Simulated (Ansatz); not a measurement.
`F[Si]([SiH3])(Cl)Cl` → `Cl[Si]Cl` + `F[SiH3]` at 500 K and 1 bar (silylene formation by 1,1-elimination).

Isolated molecules relaxed with PBE0-D4/def2-TZVP in Ansatz; ΔE leaves out vibrations. CCSD(T)/CBS is the MP2 limit (def2-TZVPP, def2-QZVPP) plus CCSD(T) − MP2 in def2-TZVPP, frozen cores. This one scheme is used for every species.

```csv
species,CCSD(T)/CBS energy (Eh),H − E (kJ/mol),S (J/(mol·K))
`F[Si]([SiH3])(Cl)Cl`,-1599.47838,132.3,439.2
`Cl[Si]Cl`,-1208.69388,30.7,309.5
`F[SiH3]`,-390.72345,94.1,267.5
```

H − E and S are ideal-gas, rigid-rotor, harmonic terms from PBE0-D4/def2-TZVP. 1 Eh = 2625.50 kJ/mol, R = 8.31446 J/(mol·K).

Task: By hand: ΔE, ΔH, ΔS and ΔG.

Result: ΔE = (-1208.69388) + (-390.72345) − (-1599.47838) = 0.06105 Eh = 160.3 kJ/mol. Δ(H − E) = 30.7 + 94.1 − 132.3 = -7.5, so ΔH = 152.8 kJ/mol. ΔS = 309.5 + 267.5 − 439.2 = 137.8 J/(mol·K). ΔG = 152.8 − 500 × (137.8)/1000 = 83.9 kJ/mol.

Task: By hand: the equilibrium constant, and the temperature at which ΔG would vanish if ΔH and ΔS stayed fixed.

Result: log₁₀ K = −ΔG/(RT ln 10) = -8.8. ΔG = 0 at ΔH/ΔS = 1109 K.

The number of gas molecules changes by +1, which sets the sign of ΔS. A doubt of 5 kJ/mol in ΔE shifts log₁₀ K by 0.5 here. These are equilibria of isolated gas molecules and say nothing of rates. Largest T1 diagnostic: 0.013 (customary marks: 0.02 for closed shells, 0.045 for open ones).
